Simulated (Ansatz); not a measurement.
Stepwise reaction of `[NH2][Ge][NH2]` with hydrogen, as a gas-phase model of exchange steps in deposition or etching. ΔE in kJ/mol; ΔG adds harmonic PBE0-D4 terms to CCSD(T)/CBS, at 1 bar.

Program: Ansatz. Geometries: PBE0-D4/def2-TZVP. ΔE: electronic, gas phase. CCSD(T)/CBS adds triple-zeta CCSD(T) − MP2 to the extrapolated MP2 energy (def2 sets, frozen cores). This one scheme is used for every species. Functionals use def2-TZVPP. B3LYP here is the variant with VWN-RPA as its local correlation; programs differ in this. For Ge outer-core shells are correlated without core-valence functions, which leaves a few kJ/mol of doubt a bond. Scalar relativity is left out up to krypton. One conformer a species, not always the lowest.

```
step                                    reaction  PBE-D4  B3LYP-D4  ωB97M-V  CCSD(T)/CBS  ΔG(600 K)
   1  `[NH2][Ge][NH2]` + H₂ → `[NH2][GeH]` + NH₃    39.2      39.5     39.1         41.4       40.4
```

Task: Give the row of step 2, `[NH2][GeH]` + H₂ → `[GeH2]` + NH₃. (An estimate is asked.)

Result: The calculation gave: 
```tsv
step	reaction	PBE-D4	B3LYP-D4	ωB97M-V	CCSD(T)/CBS	ΔG(600 K)
2	`[NH2][GeH]` + H₂ → `[GeH2]` + NH₃	72.2	67.0	63.6	67.6	63.0
```

Task: By hand: ΔE of the 2 steps together at CCSD(T)/CBS.

Result: (41.4) + (67.6) = 109.0 kJ/mol, or 54.5 kJ/mol a step.

In ΔE each step is higher than the one before. All are uphill at CCSD(T)/CBS. ΔG lies between 40.4 and 63.0 kJ/mol a step. PBE-D4 differs from CCSD(T)/CBS by -2.2 to 4.6 kJ/mol a step. Isolated molecules leave out the surface, adducts and barriers. Largest T1 diagnostic: 0.015.
